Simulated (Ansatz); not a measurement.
CH8FNO2Si2 (`CN([SiH2]F)[SiH](O)O`) at its PBE0-D4/def2-TZVP geometry, where that method's forces vanish. Charge 0, multiplicity 1.

| atom | x (Å) | y (Å) | z (Å) |
| --- | --- | --- | --- |
| C1 | 1.6327 | -0.7393 | 0.3542 |
| N2 | 0.3756 | -0.0154 | 0.1608 |
| Si3 | 0.0536 | 1.4414 | 0.9913 |
| F4 | -0.1021 | 2.6589 | -0.0522 |
| Si5 | -0.7416 | -0.6412 | -0.9997 |
| O6 | -1.8869 | 0.5112 | -1.2162 |
| O7 | -1.4948 | -2.0142 | -0.5441 |
| H8 | 2.0584 | -1.0450 | -0.6066 |
| H9 | 2.3704 | -0.1086 | 0.8550 |
| H10 | 1.4928 | -1.6390 | 0.9603 |
| H11 | 1.2098 | 1.7406 | 1.8681 |
| H12 | -1.2260 | 1.4256 | 1.7336 |
| H13 | 0.0034 | -1.0161 | -2.2196 |
| H14 | -1.6033 | 1.3990 | -1.4459 |
| H15 | -2.1420 | -1.9579 | 0.1610 |

(1) For each bond, give half the difference of the two atoms' forces along it (eV/Å; positive pushes the atoms apart) under PBE-D4, r2SCAN-D4, B3LYP-D4, ωB97M-V in def2-TZVPP. (Estimate.)

Results:

(1) Computed: 
```csv
bond,length (Å),PBE-D4,r2SCAN-D4,B3LYP-D4,ωB97M-V
C1–N2,1.463,0.00,0.24,0.26,0.26
C1–H8,1.094,0.10,-0.06,-0.09,-0.10
C1–H9,1.092,0.10,-0.06,-0.10,-0.09
C1–H10,1.094,0.09,-0.05,-0.08,-0.10
N2–Si3,1.707,0.05,-0.03,0.03,0.00
N2–Si5,1.728,0.01,-0.04,-0.01,-0.04
Si3–F4,1.611,0.48,0.03,0.20,0.16
Si3–H11,1.482,0.01,-0.03,-0.15,-0.16
Si3–H12,1.479,-0.02,-0.03,-0.12,-0.16
Si5–O6,1.639,0.23,0.04,0.13,0.13
Si5–O7,1.631,0.25,0.04,0.11,0.11
Si5–H13,1.478,-0.04,-0.05,-0.19,-0.22
O6–H14,0.960,0.31,0.01,-0.03,-0.06
O7–H15,0.959,0.34,0.02,-0.02,-0.06
```

B3LYP here is the variant with VWN-RPA as its local correlation; programs differ in this.
